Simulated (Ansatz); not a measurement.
CH9BSiSn (`[CH3][SnH2][BH][SiH3]`). The species carries charge 0 and has multiplicity 1. Sn: def2 effective core potential. Geometry: relaxed with PBE0-D4/def2-TZVP. It is one conformer, not always the lowest.

```xyz
13

C    -0.168   -1.642    1.304
Sn   -1.159   -0.917   -0.456
B    -0.309    1.026   -1.210
Si    1.299    1.860   -0.359
H     0.892   -1.791    1.099
H    -0.605   -2.589    1.620
H    -0.270   -0.919    2.114
H    -2.835   -0.764   -0.120
H    -1.007   -2.102   -1.689
H    -0.890    1.576   -2.099
H     2.284    0.846    0.109
H     0.750    2.537    0.858
H     2.018    2.880   -1.170
```

Task: What is the dipole moment at ωB97M-V/def2-TZVPP? (Best estimate.)

Result: Ansatz gave: 0.32 D, with components (0.27, 0.18, 0.03) D in this frame, pointing from negative to positive charge.

Task: And with PBE, r2SCAN, B3LYP? (An estimate is asked.)

Result: Ansatz gave: PBE 0.34 D, r2SCAN 0.34 D, B3LYP 0.35 D.

Task: Give the Mulliken charges with ωB97M-V, B3LYP, r2SCAN in def2-TZVPP. (Estimate.)

Result: Ansatz gave: 
```json
{"atom": "C1", "ωB97M-V": "-0.63", "B3LYP": "-0.60", "r2SCAN": "-0.50"}
{"atom": "Sn2", "ωB97M-V": "0.47", "B3LYP": "0.62", "r2SCAN": "0.59"}
{"atom": "B3", "ωB97M-V": "-0.14", "B3LYP": "-0.10", "r2SCAN": "-0.11"}
{"atom": "Si4", "ωB97M-V": "0.04", "B3LYP": "0.13", "r2SCAN": "0.18"}
{"atom": "H5", "ωB97M-V": "0.14", "B3LYP": "0.12", "r2SCAN": "0.10"}
{"atom": "H6", "ωB97M-V": "0.14", "B3LYP": "0.12", "r2SCAN": "0.10"}
{"atom": "H7", "ωB97M-V": "0.14", "B3LYP": "0.12", "r2SCAN": "0.10"}
{"atom": "H8", "ωB97M-V": "-0.10", "B3LYP": "-0.14", "r2SCAN": "-0.13"}
{"atom": "H9", "ωB97M-V": "-0.10", "B3LYP": "-0.14", "r2SCAN": "-0.13"}
{"atom": "H10", "ωB97M-V": "0.11", "B3LYP": "0.06", "r2SCAN": "0.03"}
{"atom": "H11", "ωB97M-V": "-0.03", "B3LYP": "-0.07", "r2SCAN": "-0.07"}
{"atom": "H12", "ωB97M-V": "-0.02", "B3LYP": "-0.06", "r2SCAN": "-0.06"}
{"atom": "H13", "ωB97M-V": "-0.03", "B3LYP": "-0.07", "r2SCAN": "-0.07"}
```

B3LYP here is the variant with VWN-RPA as its local correlation; programs differ in this.
